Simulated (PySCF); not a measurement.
# Ionisation energy of P⁺ by level of theory

P⁺ [Ne] 3s2 3p2 (3P) → P²⁺ [Ne] 3s2 3p1 (2P), as a difference of total energies. Computed with PySCF 2.14 in dyall-acv3z (19s12p6d4f, 113 functions), with the spin-free X2C one-electron Hamiltonian (Gaussian nucleus). Correlated levels: valence: [Ne] frozen; valence and next inner shell: 1s2 frozen; virtual orbitals above 40 to 60 times the deepest correlated orbital energy dropped. The calculations carry no spin-orbit coupling.

```
                                method  ionisation energy (eV)  plus first-order spin-orbit estimate  difference from reference of that sum (eV)
                                   UHF                  19.157                                19.150                                      -0.619
                                   LDA                  19.812                                19.805                                      +0.036
                                   PBE                  19.771                                19.764                                      -0.005
                                  PBE0                  19.808                                19.801                                      +0.032
                                r2SCAN                  19.942                                19.935                                      +0.166
                                  MN15                  19.756                                19.749                                      -0.020
                                  BP86                  19.829                                19.823                                      +0.054
                                M06-2X                  19.579                                19.573                                      -0.196
                         MP2 (valence)                  19.615                                19.608                                      -0.161
                     SCS-MP2 (valence)                  19.523                                19.516                                      -0.253
    MP2 (valence and next inner shell)                  19.647                                19.640                                      -0.129
SCS-MP2 (valence and next inner shell)                  19.551                                19.545                                      -0.224
```

Reference: 19.769 eV (semi-empirical (NIST evaluation); NIST Atomic Spectra Database, ionization energies).

A first-order spin-orbit estimate (lowest level to lowest level, LS coupling) adds -0.007 eV.

Errors of the correlated levels include the incompleteness of this basis and the frozen core.
